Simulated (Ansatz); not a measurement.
`C[BH][GaH2]` + `BCSCF` → `CBSCF` + `B[CH2][GaH2]`  (redistribution)

Calculated with Ansatz (gas phase, PBE0-D4/def2-TZVP geometries, no zero-point term in ΔE). CCSD(T)/CBS adds triple-zeta CCSD(T) − MP2 to the extrapolated MP2 energy (def2 sets, frozen cores). Functionals use def2-TZVPP. For Ga outer-core shells are correlated without core-valence functions, which leaves a few kJ/mol of doubt a bond. Scalar relativity is left out up to krypton. One conformer a species, not always the lowest.

CCSD(T)/CBS gives -1.91 eV.

Another level gave -1.89 eV. Which?
A. PBE0/def2-TZVPP
B. ωB97X-V/def2-TZVPP
C. CCSD(T)/def2-TZVPP
D. MP2/def2-TZVPP

A. PBE0 -1.89, CCSD(T)/def2-TZVPP -1.95, MP2/def2-TZVPP -2.04, ωB97X-V -1.83 eV.

Largest T1 diagnostic among the species: 0.013.

In def2-TZVPP, CCSD(T) changes the Hartree–Fock value by −0.16 eV (the triples alone add −0.04 eV) and MP2 by −0.26 eV.
